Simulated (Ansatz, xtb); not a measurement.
# Two isomers of CH3FSZn

Structure I: `C[S][Zn][F]`, a singlet. Structure II: `F[CH2][Zn][SH]`, a singlet. Both are isolated molecules in the gas phase, relaxed with PBE-D3(BJ)/def2-SVP.

Problem. Which of the two would you expect CCSD(T)/def2-TZVP electronic energies to favour?

Solution. Structure I; the calculation gives E(II) − E(I) = +133.7 kJ/mol.

Level by level:

| level | geometry | E(II) − E(I) (kJ/mol) | departure from the last row (kJ/mol) | job, with rough time for the two |
| --- | --- | --- | --- | --- |
| PBE-D3(BJ)/def2-SVP | PBE-D3(BJ)/def2-SVP | +108.4 | −25.3 | optimisation, 3.4 min |
| HF/def2-TZVP | PBE-D3(BJ)/def2-SVP | +137.8 | +4.1 | part of the CCSD(T) run |
| MP2/def2-TZVP | PBE-D3(BJ)/def2-SVP | +141.5 | +7.8 | part of the CCSD(T) run |
| CCSD(T)/def2-TZVP | PBE-D3(BJ)/def2-SVP | +133.7 |  | single point, 6.7 min |

As drawn, II has 1 C–F, 1 C–Zn, 1 S–H in place of 1 C–S, 1 F–Zn, 1 C–H.

None of the levels shown reverses the order. The largest departure from CCSD(T)/def2-TZVP is that of PBE-D3(BJ)/def2-SVP, 25.3 kJ/mol. Levels run at GFN2-xTB geometries aren't shown.

With harmonic frequencies from PBE-D3(BJ)/def2-SVP (ideal gas, rigid rotor, one conformer each, 298.15 K, 1 atm): the zero-point term adds −8.5 kJ/mol; ΔH is +126.2 and ΔG +123.0 kJ/mol.

The correlated steps freeze 12 core orbitals; the last core shell of Zn is correlated, in a basis made for valence electrons. Mirror images aren't counted in ΔG. Codes used: Ansatz 0.2.0; the last row on 2 threads of AMD EPYC (Zen 3) on a shared host.
